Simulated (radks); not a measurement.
Calculated with a radial shooting solver on a logarithmic mesh with Libxc functionals: Dirac Kohn-Sham, PBE, spin-unpolarised, spherical densities, finite nucleus; open shells fill j = l - 1/2 first; Fermi nuclear charge, rms radius of each element as measured or else 0.836 A^(1/3) + 0.57 fm. Each species is in its NIST ground configuration. Rank Co+, Zn+, Ti+, Mn+, Cr+, Cu+, V+, Ni+, Fe+, Sc+ by mean radius of the outermost orbital (bohr), largest first.

Answer. Sc+ 3.37, Ti+ 3.19, Mn+ 2.81, Fe+ 2.71, Zn+ 2.40, V+ 1.55, Cr+ 1.42, Co+ 1.14, Ni+ 1.08, Cu+ 1.02.
